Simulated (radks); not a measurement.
The gold ion Au61+, 18 electrons, occupied as [Ar].

All-electron calculation, scalar-relativistic Kohn-Sham, r2SCAN, spin-unpolarised, spherical densities, finite nucleus; meta-GGA in the generalised Kohn-Sham scheme; Fermi nuclear charge, rms radius 5.4371 fm. Program: a radial shooting solver on a logarithmic mesh with Libxc functionals.

Energy parts (eV):
| part | energy |
|---|---|
| total | -407950.73 |
| kinetic | 467573.18 |
| electron-nucleus | -913924.28 |
| Hartree | 43637.36 |
| exchange-correlation | -5236.98 |

Orbitals (lengths in bohr, moments of r in powers of bohr; <r^-3> diverges for s and p1/2; r(max) is where P^2 peaks; r(90%) holds 90 % of the orbital's charge):
orbital  occ.  eigenvalue (eV)  <r^-3>   r(max)  r(90%)      <r>
1s          2        -85560.46       -  0.01042  0.0308  0.01687
2s          2        -18879.30       -  0.05992   0.109  0.07050
2p          6        -16968.01   25940  0.04957   0.103  0.06355
3s          2        -7378.462       -   0.1629   0.251   0.1724
3p          6        -6812.821    6989   0.1606   0.253   0.1708
3d          0        -6321.036   898.4   0.1282   0.231   0.1515
4s          0        -3828.367       -   0.3270   0.459   0.3253

The highest occupied level is 3p at -6812.8 eV. For comparison, the ionisation energy in NIST's Atomic Spectra Database is 6724 eV (theoretical). In exact Kohn-Sham theory the highest level is minus the ionisation energy, but local and semilocal functionals leave it too shallow, through self-interaction and a potential that decays too fast; potentials with the right tail come closer. Summed over all electrons, <r^2> = 0.3121 bohr^2, which gives a Langevin (diamagnetic) susceptibility term of -0.247 x 10^-6 cm^3/mol.
